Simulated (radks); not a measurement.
Values are calculated unless marked as measured or tabulated.
Spherical quantum dot in the effective-mass picture: electrons in a parabolic well V = omega^2 r^2 / 2 with omega = 3.32, with a point charge +1 (a donor) at the centre, all in effective atomic units (hartree* = m*/eps^2 hartree, bohr* = eps/m* bohr), one dielectric constant everywhere. Level of theory: non-relativistic Kohn-Sham, LDA (Slater exchange, Perdew-Wang correlation), spin-polarised, spherical densities (a radial shooting solver with Libxc functionals). Levels are named by radial order and angular momentum (1s, 1p, 1d, 2s, ...), and open shells are averaged over m. Results are scaled to m* = 0.311 and eps = 5.4, for which hartree* = 290.2 meV and bohr* = 0.9188 nm.

N = 29, configuration 1s2 1p6 1d10 2s2 1f(up 7, down 2). This is the lowest configuration that the search found. Occupied and some empty levels:

level    occupation  eigenvalue (meV)  <r> (nm)
1s up             1            8069.7    0.6766
1s down           1            8082.9    0.6701
1p up             3            8734.1    0.9515
1p down           3            8759.2    0.9467
2s up             1            9271.6    0.9935
2s down           1            9295.5    0.9959
1d up             5            9348.6     1.122
1d down           5            9379.5     1.120
1f up             7            9986.5     1.251
1f down           2             10020     1.251
2p up             0             10050     1.124
2p down           0             10072     1.126
1g up             0             10656     1.359
1g down           0             10689     1.360
2d up             0             10786     1.246
2d down           0             10809     1.248

Energy (meV): total 180810, kinetic 33019, external 62955, Hartree 92344, exchange-correlation -7508.3.

Electron density:

r (nm)  n(r) (e/nm^3)
0.103           5.760
0.217           4.321
0.332           3.283
0.447           2.684
0.561           2.474
0.676           2.518
0.790           2.635
0.905           2.660
1.02            2.491
1.13            2.125
1.25            1.628
1.36            1.113
1.48           0.6752
1.59           0.3639
1.71           0.1721
1.82          0.07169
1.94          0.02654
2.05         0.008594
2.17         0.002453
2.28        0.0006192
